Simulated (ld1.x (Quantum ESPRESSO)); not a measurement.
## Reading a pseudo-wave (hafnium)

Columns: radius, all-electron u(r) and pseudo u(r) of the 5d shell (level -2.69 eV) of hafnium in the configuration [Kr] 4d10 4f14 5s2 5p6 5d2 6s2 6p0; PBE, scalar-relativistic, TM scheme, ld1.x (Quantum ESPRESSO) 7.5.

| r (bohr) | all-electron | pseudo |
| --- | --- | --- |
| 0.143 | 0.1624 | 0.0022 |
| 0.285 | -0.1539 | 0.0170 |
| 0.428 | -0.2674 | 0.0541 |
| 0.570 | -0.1373 | 0.1170 |
| 0.713 | 0.0681 | 0.2040 |
| 0.855 | 0.2588 | 0.3055 |
| 0.998 | 0.4102 | 0.4107 |
| 1.140 | 0.5178 | 0.5057 |
| 1.283 | 0.5893 | 0.5823 |
| 1.425 | 0.6311 | 0.6343 |
| 1.568 | 0.6516 | 0.6626 |
| 1.710 | 0.6562 | 0.6701 |
| 1.853 | 0.6498 | 0.6624 |
| 1.995 | 0.6361 | 0.6452 |
| 2.138 | 0.6174 | 0.6227 |
| 2.280 | 0.5958 | 0.5982 |
| 2.423 | 0.5724 | 0.5731 |
| 2.565 | 0.5482 | 0.5483 |
| 2.708 | 0.5235 | 0.5235 |
| 2.850 | 0.4991 | 0.4991 |
| 2.992 | 0.4749 | 0.4749 |
| 3.135 | 0.4510 | 0.4510 |
| 3.278 | 0.4277 | 0.4277 |
| 3.420 | 0.4052 | 0.4052 |
| 3.563 | 0.3832 | 0.3832 |
| 3.705 | 0.3621 | 0.3621 |

(1) How many radial nodes do the two functions have?

(2) At about which radius was the pseudo-wave matched?

(3) Is the pseudo-wave norm-conserving?

Answers

(1) The all-electron 5d function has n − l − 1 = 2; the pseudo-wave has 0, since the states of the same l below it are removed with the core.

(2) 2.85 bohr. The columns agree to 0.0005 from 2.56 bohr on; several derivatives are matched, so the curves merge somewhat inside the radius.

(3) Yes: the TM scheme keeps the norm inside the radius equal to the all-electron one, which fixes the energy derivative of the logarithmic derivative at the level.
